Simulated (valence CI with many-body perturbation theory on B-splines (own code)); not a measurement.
## Sensitivity of CI+MBPT for Hf41+

Calculated by relativistic CI+MBPT: three valence electrons over a frozen Dirac-Fock core [Ar] 3d10, radial functions for each j: 6 s, 6 p, 5 d, 3 f, 1 g, with the one-electron correlation potential Σ1 (screened to all orders), the two-electron term Σ2, the three-electron term Σ3, Breit, model QED; selected single and double excitations, second order for the rest, scaled by the run's own slope (own B-spline code, finite nucleus).

The last digits are not significant, and no measured levels were compared; by estimate large intervals hold to a few tenths of a per cent, small ones and those within an open d or f shell to about a per cent.

The reference run has the lowest level (4s^2 4p1/2) J=1/2 and an ionisation energy of 2022.87 eV. Its largest variational space holds 2841 state functions.

Levels are named by their leading jj configuration (3d3/2^4 stands for four electrons in 3d with j = 3/2), which in mixed levels can hold well under half, so a name can repeat and another be missing. Letters in brackets count levels of one name in rising energy.

Changed runs:
A. selection threshold (hartree) 2e-08 → 1e-06; box radius (bohr) 2.7288 → 1.76
B. lowest core n in screening and Σ2 1 → 2; orbitals per symmetry with explicit Σ2 and valence Breit (the others get mean screening factors) 5 → 2
C. core polarisation of operators on → off; orbitals per symmetry with explicit Σ2 and valence Breit (the others get mean screening factors) 5 → 3
D. start configuration 4s2 4p1 → 4s2 5p1 (bad on purpose)

Excitation energies of the reference run in cm⁻¹, and shifts in cm⁻¹:

```csv
Level,Reference,A,B,C
(4s^2 4p3/2) J=3/2,683809,+0.9,+21,+11
(4s 4p1/2^2) J=1/2,739385,+0.5,-3.7,-2.8
(4s 4p1/2 4p3/2) J=3/2 [a],1322920,+1.6,+6.8,0
(4s 4p1/2 4p3/2) J=5/2,1387390,+1.4,+6.7,-0.3
(4s 4p1/2 4p3/2) J=3/2 [b],1479450,+1.3,+17,+7.1
(4s 4p1/2 4p3/2) J=1/2,1500420,+1.4,+20,+10
(4s^2 4d3/2) J=3/2,1920650,+2.1,-1.2,+4.9
(4s 4p3/2^2) J=5/2,1991980,+2.4,+10,+4.0
(4s^2 4d5/2) J=5/2,2121910,+2.3,+25,+19
(4s 4p3/2^2) J=1/2,2184310,+2.3,+46,+27
(4s 4p3/2^2) J=3/2,2214220,+2.2,+41,+22
(4p1/2^2 4p3/2) J=3/2,2223230,+1.8,+5.9,+1.8
Ionisation energy (eV),2022.87,+0.00067,+0.012,+0.0077
```

Run D: It gave no result: the start configuration must fill the lowest shells above the core. The program said: "5p is not the lowest shell of its kind above the core".
